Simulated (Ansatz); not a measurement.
# Molecular dynamics of Si16B

input.yaml

```yaml
accuracy: low
crystal:
  lattice:
    - [0.0, 5.43, 5.43]
    - [5.43, 0.0, 5.43]
    - [5.43, 5.43, 0.0]
  atoms:
    - { symbol: Si, position: [-0.00279566, -0.0027194, -0.00174344] }
    - { symbol: Si, position: [0.11832087, 0.11930422, 0.12956578] }
    - { symbol: Si, position: [-0.00572042, -0.00491116, 0.50429927] }
    - { symbol: Si, position: [0.12072206, 0.12097107, 0.6262197] }
    - { symbol: Si, position: [0.0032923, 0.49349109, -0.0011974] }
    - { symbol: Si, position: [0.12380392, 0.61267849, 0.13406688] }
    - { symbol: Si, position: [-0.00213282, 0.49438425, 0.50775396] }
    - { symbol: Si, position: [0.12557261, 0.62079831, 0.62668011] }
    - { symbol: Si, position: [0.4922662, 0.00379659, -0.00138225] }
    - { symbol: Si, position: [0.6133758, 0.12195237, 0.13411515] }
    - { symbol: Si, position: [0.49414403, -0.00216839, 0.5076566] }
    - { symbol: Si, position: [0.6199764, 0.12605324, 0.62657453] }
    - { symbol: Si, position: [0.50732217, 0.50560862, 0.0018723] }
    - { symbol: Si, position: [0.63095771, 0.63165311, 0.13424858] }
    - { symbol: Si, position: [0.4983481, 0.49878312, 0.50617162] }
    - { symbol: Si, position: [0.62513096, 0.62512093, 0.62574223] }
    - { symbol: B, position: [0.79347218, 0.79082772, 0.17755678] }
magnetization:
  spin_polarized: true
basis:
  ecutwfc: 420.0
kpoints:
  mp_grid: { grid: [2, 2, 2] }
hamiltonian:
  xc: pbe
  pseudopotentials: { kind: paw, azcp: { folder: soft_1 } }
scf:
  occupations: { method: fermi_dirac, width: 0.05 }
  lower_state_search: "off"
  max_iter: 93
md:
  timestep: 1
  n_steps: 200
  ensemble: nvt_nose_hoover
  temperature: 1500.0
  initial_velocities: zero
  seed: 670344
  nose_hoover: { tau: 100.0, chain_length: 1 }
```

Run as:

```bash
$ ansatz run input.yaml --threads 1 --pin off --max-ram 3072MiB --backend cpu --events-out ev --progress --plain --runs-dir out
```

It starts from a relaxed structure.

Output, in part (step lines):

```
md step     0: t =     0.00 fs  T =     0.0 K  F+E_penalty+E_count = -10324.08270323 eV  E_kin = 0.000000 eV  conserved = -10324.08270323 eV  (12 SCF iters)
md step     1: t =     1.00 fs  T =     0.0 K  F+E_penalty+E_count = -10324.08270400 eV  E_kin = 0.000001 eV  conserved = -10324.08270323 eV  (2 SCF iters)
md step     2: t =     2.00 fs  T =     0.0 K  F+E_penalty+E_count = -10324.08270630 eV  E_kin = 0.000003 eV  conserved = -10324.08270323 eV  (2 SCF iters)
md step     3: t =     3.00 fs  T =     0.0 K  F+E_penalty+E_count = -10324.08271007 eV  E_kin = 0.000007 eV  conserved = -10324.08270322 eV  (2 SCF iters)
md step     4: t =     4.00 fs  T =     0.0 K  F+E_penalty+E_count = -10324.08271524 eV  E_kin = 0.000012 eV  conserved = -10324.08270320 eV  (2 SCF iters)
md step     5: t =     5.00 fs  T =     0.0 K  F+E_penalty+E_count = -10324.08272168 eV  E_kin = 0.000019 eV  conserved = -10324.08270316 eV  (2 SCF iters)
md step     6: t =     6.00 fs  T =     0.0 K  F+E_penalty+E_count = -10324.08272932 eV  E_kin = 0.000026 eV  conserved = -10324.08270317 eV  (3 SCF iters)
md step     7: t =     7.00 fs  T =     0.0 K  F+E_penalty+E_count = -10324.08273788 eV  E_kin = 0.000035 eV  conserved = -10324.08270314 eV  (2 SCF iters)
[... lines left out ...]
md step   199: t =   199.00 fs  T =    29.8 K  F+E_penalty+E_count = -10324.07861553 eV  E_kin = 0.061655 eV  conserved = -10324.08271492 eV  (5 SCF iters)
md step   200: t =   200.00 fs  T =    30.6 K  F+E_penalty+E_count = -10324.07783823 eV  E_kin = 0.063364 eV  conserved = -10324.08271503 eV  (5 SCF iters)
```

The steps, from the saved trajectory:

```
time (fs)  T (K)  potential energy less start (eV)  conserved less start (meV/atom)
        0      0                             0.000                             0.00
        6      0                             0.000                             0.00
       12      0                             0.000                             0.00
       18      0                             0.000                             0.00
       24      0                             0.000                             0.00
       30      0                             0.000                             0.00
       36      0                             0.000                             0.00
       42      0                             0.000                             0.00
       48      0                             0.000                             0.00
       54      0                             0.000                             0.00
       60      0                             0.000                             0.00
       66      0                             0.000                             0.00
       72      0                            -0.001                             0.00
       78      0                            -0.001                             0.00
       84      0                            -0.001                             0.00
       90      1                            -0.001                             0.00
       96      1                            -0.001                             0.00
      102      1                            -0.001                             0.00
      108      1                            -0.001                             0.00
      114      1                            -0.002                             0.00
      120      2                            -0.002                             0.00
      126      2                            -0.002                             0.00
      132      3                            -0.003                             0.00
      138      4                            -0.003                             0.00
      144      5                            -0.004                             0.00
      150      6                            -0.005                             0.00
      156      8                            -0.005                             0.00
      162     10                            -0.006                             0.00
      168     12                            -0.006                             0.00
      174     14                            -0.006                             0.00
      180     17                            -0.005                             0.00
      186     21                            -0.003                             0.00
      192     25                             0.000                             0.00
      198     29                             0.003                             0.00
```

The run went to its last step. The conserved energy stayed within 0.00071 meV per atom of its start (net change -0.00071 meV per atom), so the integration is sound. The mean temperature of the second half is 99 % below the set value. A run of 0.2 ps of so small a system gives no equilibrium averages. Limits of this set-up: coarse k mesh, a small cell, in which the defect meets its images, low accuracy level.

Mean squared displacements from the first frame to the last, about the centre of mass: Si 0.00 Å², B 0.18 Å².

Last frame:

```xyz
17
Lattice="0.0000 5.4300 5.4300 5.4300 0.0000 5.4300 5.4300 5.4300 0.0000" Properties=species:S:1:pos:R:3
Si 0.007 0.007 0.097
Si 1.393 1.398 1.319
Si 2.712 2.717 -0.106
Si 4.037 4.039 1.310
Si 2.711 0.003 2.660
Si 4.048 1.385 3.991
Si 5.433 2.740 2.676
Si 6.776 4.103 4.016
Si 0.003 2.720 2.663
Si 1.397 4.041 3.998
Si 2.740 5.435 2.678
Si 4.102 6.782 4.019
Si 2.711 2.696 5.501
Si 4.098 4.100 6.778
Si 5.429 5.431 5.397
Si 6.744 6.743 6.812
B 5.511 5.498 8.854
```

The run took 9.1 min on 1 thread of Intel(R) Xeon(R) 6975P-C (Granite Rapids), on a shared host, peak memory 0.68 GiB.
